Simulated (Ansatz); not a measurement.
Molecule: BeH2, charge -1, multiplicity 2. 
Structure (B3LYP-D3(BJ)/def2-TZVP (Ansatz, an electronic-structure program) minimum search):
```
Be
H 1 1.3944
H 1 1.3944 2 126.04
```
Charge -1, spin multiplicity 2.

Parts of the frozen-core correlation energy in def2-SVP (Ansatz, hartree). Frozen orbitals: 1; correlated occupied orbitals by spin: 3 and 2; virtual: 15 and 16. Open shells are spin-unrestricted. Spin-orbit coupling is left out. No relativistic terms.

| term | value |
|---|---|
| reference (HF) | -15.70964 |
| MP2 opposite-spin | ? |
| MP2 same-spin | -0.00287 |
| CCSD correlation | ? |
| (T) | ? |
| CCSDT minus CCSD(T) | -0.00025 |
| CCSDT(Q) minus CCSD(T) | -0.00025 |
| T1 diagnostic | 0.007 |
| largest doubles amplitude | 0.042 |
| <S^2> of the reference | 0.751 |

Question: Some entries are withheld; supply them.

Answer: 
- MP2 opposite-spin, value: -0.04464
- CCSD correlation, value: -0.06317
- (T), value: -0.00056
